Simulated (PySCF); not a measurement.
`InChI=1S/C6H9FS/c1-6(8)2-3-4(6)5(3)7/h3-5,8H,2H2,1H3/t3-,4+,5+,6+/m1/s1`

Geometry (Å), atoms numbered from 1 in this order:
```xyz
17

C     1.711    0.843   -0.432
C     0.429    0.035   -0.462
S     0.523   -1.243   -1.789
C    -0.864    0.880   -0.549
C    -1.254    0.384    0.837
C    -1.368   -1.104    0.795
F    -1.838   -1.711    1.917
C    -0.011   -0.482    0.902
H     2.559    0.202   -0.195
H     1.885    1.306   -1.401
H     1.644    1.621    0.326
H     1.546   -1.907   -1.258
H    -1.549    0.602   -1.349
H    -0.666    1.948   -0.599
H    -1.715    0.975    1.610
H    -1.688   -1.640   -0.092
H     0.649   -0.695    1.728
```

The calculation used PySCF, TDDFT CAM-B3LYP/def2-SVPD circular dichroism and optical rotation, one conformer, gas phase. Geometry: GFN2-xTB.

The molecule is flexible and this is one conformer; a measurement averages over conformers.

Q: Draw the ECD and absorption spectra from the lowest 8 states, each a Gaussian of half-width 0.35 eV at 1/e height.

A: 
| E (eV) | λ (nm) | Δε (L mol⁻¹ cm⁻¹) | ε (L mol⁻¹ cm⁻¹) |
| --- | --- | --- | --- |
| 5.03 | 247 | -0.26 | 12.7 |
| 5.18 | 240 | -0.75 | 36.1 |
| 5.33 | 233 | -1.47 | 72.9 |
| 5.48 | 226 | -1.98 | 114 |
| 5.63 | 220 | -1.79 | 185 |
| 5.78 | 215 | -0.90 | 400 |
| 5.93 | 209 | +0.26 | 873 |
| 6.08 | 204 | +1.22 | 1470 |
| 6.23 | 199 | +1.62 | 1740 |
| 6.38 | 194 | +1.36 | 1430 |
| 6.53 | 190 | +0.75 | 824 |
| 6.68 | 186 | +0.12 | 355 |
| 6.83 | 182 | -0.73 | 219 |
| 6.98 | 178 | -2.41 | 401 |
| 7.13 | 174 | -4.98 | 843 |
| 7.28 | 170 | -6.55 | 1440 |
| 7.43 | 167 | -3.76 | 2130 |
| 7.58 | 164 | +4.22 | 2950 |
| 7.73 | 160 | +12.58 | 3680 |

Δε uses R in velocity form, ε uses f in length form. Only the states computed contribute, so the short-wavelength end is incomplete.
